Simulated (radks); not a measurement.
Results of a calculation; reference values are marked as such.
Isoelectronic series with 16 electrons, each ion in its NIST ground configuration. Level of theory: Dirac Kohn-Sham, BLYP, spin-unpolarised, spherical densities, point nucleus; open shells fill j = l - 1/2 first (a radial shooting solver on a logarithmic mesh with Libxc functionals). Total energies (hartree) and mean radii <r> (bohr):

ion    configuration  E (hartree)   3p3/2   3p1/2
S       [Ne] 3s2 3p4   -399.23425   2.084   2.073
K3+     [Ne] 3s2 3p4   -599.27539   1.297   1.291
Ti6+    [Ne] 3s2 3p4   -842.40285  0.9684  0.9628
Mn9+    [Ne] 3s2 3p4  -1128.83032  0.7776  0.7722
Ni12+   [Ne] 3s2 3p4  -1458.90926  0.6513  0.6457
Ga15+   [Ne] 3s2 3p4  -1833.07909  0.5608  0.5550
Se18+   [Ne] 3s2 3p4  -2251.85691  0.4927  0.4866
Rb21+   [Ne] 3s2 3p4  -2715.83686  0.4393  0.4329
Zr24+   [Ne] 3s2 3p4  -3225.69286  0.3964  0.3897
Tc27+   [Ne] 3s2 3p4  -3782.18356  0.3611  0.3540
Pd30+   [Ne] 3s2 3p4  -4386.15858  0.3315  0.3240
In33+   [Ne] 3s2 3p4  -5038.56630  0.3063  0.2985
Te36+   [Ne] 3s2 3p4  -5740.46303  0.2847  0.2764
